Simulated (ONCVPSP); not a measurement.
Ga: excitation energies, all-electron against ONCV

ONCVPSP 4.0.1 input, shortened (lines: element, Z, core and valence counts, functional; n l f; lmax; l rc ep ncon nbas qcut; lloc lpopt rc5 dvloc0; l nproj debl; icmod fcfact rcfact), Wu-Cohen, scalar-relativistic:

```
  Ga 31.00    5    2  -118130      upf
    1    0    2.00
    2    0    2.00
    2    1    6.00
    3    0    2.00
    3    1    6.00
    3    2   10.00
    4    0    2.00
    3
    0    2.05    0.00    4    9    2.90
    1    2.20    0.18    4    7    4.00
    2    0.90    0.00    4    8   16.90
    3    1.75    0.06    3    6    5.50
    4    5    0.90    6.00
    0    3    0.50
    1    3    3.80
    2    2    1.10
    3    2    3.80
    2    0.65    0.85
```

In the s channel the program set the typed energies aside and used -0.603, 0.250, 0.750 Ha. In the p channel the program set the typed energies aside and used 0.050, 3.850, 7.650 Ha.

Energies are relative to the spin-unpolarised reference configuration 3d10 4s2; without spin polarisation the order of configurations can differ from experiment.

```json
{"valence configuration": "3d10 4s0", "charge": "+3", "ΔE all-electron (eV)": "52.317", "error AE − PS (meV)": "-57"}
{"valence configuration": "3d10 4s1 4p1", "charge": "+1", "ΔE all-electron (eV)": "7.447", "error AE − PS (meV)": "-5.7"}
```

(1) What are ΔE and the potential's error for 3d10 4s1?

(2) What are ΔE and the potential's error for 3d10 4s2 4p1?

Levels in the configuration 3d10 4s0:

```csv
level,all-electron (eV),pseudo (eV)
3d,-52.510,-52.536
```

Note: no bound ghost flagged; GHOST(+) flagged for s at 84.1 eV, p at 316.7 eV.

Results:

(1) ΔE = 21.183 eV all-electron; the error (AE − PS) is -18 meV.

(2) ΔE = -5.680 eV all-electron; the error (AE − PS) is +0.7 meV.
